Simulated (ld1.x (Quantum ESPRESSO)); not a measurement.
## Before and after: TM potential for Fe (Z = 26)

ld1.x (Quantum ESPRESSO) 7.5 input, shortened:

```
&input
   title='Fe', zed=26., rel=1, dft='PBE', iswitch=3,
   config='[Ar] 3d6 4s1.75 4p0.25'
 /
 &inputp
   pseudotype=2, tm=.true., lloc=-1, rcloc=1.70,
   nlcc=.true.
 /
3
4S  1  0   1.75   0.00  1.65  1.65  0.0
4P  2  1   0.25   0.00  2.80  2.80  0.0
3D  3  2   6.00   0.00  1.60  1.60  0.0
 &test
   configts(1)='3d6 4s1.75 4p0.25'
 /
```

Change: all radii but the core radius scaled by about 0.88 (s 1.46, p 2.46, d 1.40 bohr); local potential all-electron potential smoothed inside 1.50 bohr (lloc = -1).

Cutoffs: the cutoffs (Ry, on a coarse ladder) from which the occupation-weighted sum of valence levels, in a spherical-Bessel basis at the reference potential, stays within 10 and 1 mRy of its value at 400 Ry; they do not see the model core or the augmentation charge, which bear on the density cutoff. Errors are all-electron minus pseudo energies relative to the spin-unpolarised reference configuration.

Question: What does the change do?

Answer: The potential gets harder (100 Ry and 160 Ry → 120 Ry and 200 Ry); both files keep a bound ghost (s); the number of tests that count goes from 7 to 6; of the 6 tests that both files solve, the error grows in 3 and shrinks in 1 by more than 15 % and 0.3 meV (median size 5.8 → 9.4 meV). A smaller radius makes the pseudo-wave follow the all-electron one further in, where it bends more sharply, so more plane waves are needed.

```tsv
quantity	base	changed
cutoff, loose	100 Ry	120 Ry
cutoff, tight	160 Ry	200 Ry
loose cutoff by channel (10 mRy a level)	s 10 Ry, p 6 Ry, d 90 Ry	s 45 Ry, p 6 Ry, d 100 Ry
bound ghosts	s	s
tests counted (converged, no solver errors)	7 of 7	6 of 7
error for 3d6 4s2 4p0, meV [ΔE -1.00 eV]	+0.3	-0.2
error for 3d6 4s1 4p0, meV [ΔE 7.73 eV]	+5.5	-7.4
error for 3d6 4s0 4p0, meV [ΔE 23.93 eV]	-19	-11
error for 3d6 4s1 4p1, meV [ΔE 3.11 eV]	+1.3	-1.4
error for 3d6.5 4s1.5 4p0, meV [ΔE -1.73 eV]	-6.1	-74
error for 3d4 4s0 4p0, meV [ΔE 111.25 eV]	-1275	-1535
```

Changed file: Tests not counted: 3d7 4s1 4p0 (pseudo-atom not self-consistent, printed error +113 meV). A true bound ghost makes a file unfit for plane-wave use even where its test errors are small: the radial tests pick states by their node count and pass the ghost by.
